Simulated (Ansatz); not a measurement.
Reaction (ligand exchange at the Al–Br bond): `[OH][Al]([OH])[Br]` + H₂S → `[OH][Al]([OH])[SH]` + HBr

Computed with Ansatz on PBE0-D4/def2-TZVP structures; ΔE is electronic, products minus reactants. CBS: MP2 limit from def2 TZ/QZ plus the TZ coupled-cluster correction, frozen cores. This one scheme is used for every species. Functionals use def2-TZVPP. For Br outer-core shells are correlated without core-valence functions, which leaves a few kJ/mol of doubt a bond. Scalar relativity is left out up to krypton. One conformer a species, not always the lowest.

| level | ΔE (kcal/mol) | difference from CCSD(T)/CBS |
| --- | --- | --- |
| revPBE-D4 | 11.3 | -1.2 |
| PBE0-D4 | 12.0 | -0.5 |
| CAM-B3LYP-D4 | 12.3 | -0.2 |
| PBE-QIDH | 12.8 | 0.3 |
| PBE0 | 12.1 | -0.4 |
| r2SCANh | 12.5 | 0.0 |
| r2SCAN0 | 12.8 | 0.3 |
| BHLYP | 13.3 | 0.8 |
| SCS-MP2/def2-TZVPP | 12.9 | 0.4 |
| CCSD/def2-TZVPP | 12.7 | 0.2 |
| CCSD(T)/CBS | 12.5 | 0 |

Largest T1 diagnostic among the species: 0.012.

From PBE to PBE0 (25 % exact exchange), in def2-TZVPP and without D4, ΔE moves by +0.8 kcal/mol. Leaving LDA and LC-ωPBE aside and taking each functional with its dispersion term where it has one, the values, not all of them listed here, spread over 2.0 kcal/mol, from PBE-D4 to BHLYP-D4. In def2-TZVPP, CCSD(T) changes the Hartree–Fock value by −2.6 kcal/mol (the triples alone add −0.4 kcal/mol) and MP2 by −2.2 kcal/mol.
